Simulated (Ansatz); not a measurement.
## Energy profile

The step: GaH₃S ([SH][GaH2]) + H₂O → GaH₃O ([OH][GaH2]) + H₂S (still joined by a long Ga–S bond); bonds formed: S2–H5; dative contacts that become bonds: Ga1–O6; bonds broken: H5–O6; bonds weakened to dative contacts: Ga1–S2 (atoms numbered as in the saddle structure below).

Ga1  (-0.935, -0.167, -0.323)
S2  (1.050, 1.374, -0.441)
H3  (-0.924, -0.998, -1.641)
H4  (-2.095, 0.657, 0.325)
H5  (1.034, 0.276, 0.551)
O6  (0.243, -0.900, 0.987)
H7  (1.704, 0.634, -1.351)
H8  (-0.077, -0.875, 1.893)
(Å)

Electronic energies by CCSD(T) at an estimated basis limit (MP2 extrapolated from triple and quadruple zeta, plus CCSD(T) − MP2 in triple zeta), on PBE0-D4/def2-TZVP structures; GaH$_{5}$SO, closed shell; no counterpoise correction. Ansatz 0.2.0; basis: def2-TZVPP and def2-QZVPP; cores frozen in the correlated methods. Filled d shells of the heavier atoms are correlated. The def2 sets are not built for correlating such inner shells, so the correlated values are less sure here. Extrapolation: Hartree–Fock as exp(−7.88 √X), correlation as X^−2.97.

(1) Give the profile in kcal/mol, counted from the separated reactants. (Judge from chemistry; the value comes from the calculation.)

No T1 diagnostic of these runs exceeds 0.016.

Answers

(1) The calculation gives:
```json
{"point": "separated: GaH$_{3}$S (linked as [SH][GaH2]; Ga1, S2, H3, H4, H7; singlet) + H$_{2}$O (H5, O6, H8; singlet)", "kcal/mol": "0.00"}
{"point": "start structure", "kcal/mol": "-13.96"}
{"point": "saddle", "kcal/mol": "5.02"}
{"point": "end structure", "kcal/mol": "0.00"}
{"point": "separated: GaH$_{3}$O (linked as [OH][GaH2]; Ga1, H3, H4, O6, H8; singlet) + H$_{2}$S (S2, H5, H7; singlet)", "kcal/mol": "8.88"}
```

For scale, one of the runs: CCSD(T)/def2-TZVPP, 191 basis functions, launched by `ansatz run in.yaml --threads 4 --pin off --events-out ev --progress --plain --max-ram 9574MiB`. Time: 78 s of wall clock on 4 CPU threads of an Intel Xeon; the host was shared. Peak host memory: 2 GiB.
